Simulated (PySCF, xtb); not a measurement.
C5H7BO, SMILES C=C=C1OCB1C.

Harmonic wavenumbers (cm⁻¹) from GFN2-xTB run with xtb 6.7.1 at its own minimum, in rising order: 40, 111, 127, 159, 250, 278, 423, 506, 564, 588, 647, 678, 829, 845, 846, 948, 996, 1010, 1115, 1117, 1182, 1250, 1332, 1380, 1435, 1451, 1470, 1479, 2035, 2929, 2952, 2996, 3034, 3038, 3057, 3060.

What does PBE-D3(BJ)/def2-SVP run with PySCF 2.14.0 give at its own minimum? (An estimate is asked for; the answer gives what the named calculation found.)

37, 116, 117, 192, 270, 283, 418, 511, 554, 604, 638, 654, 760, 834, 866, 935, 942, 959, 1108, 1113, 1129, 1223, 1252, 1340, 1369, 1371, 1383, 1433, 1978, 2957, 2964, 3017, 3028, 3031, 3078, 3105. Paired by order, the mean absolute difference is 29 cm⁻¹ and the zero-point energies are 66.0 and 65.1 kcal/mol.
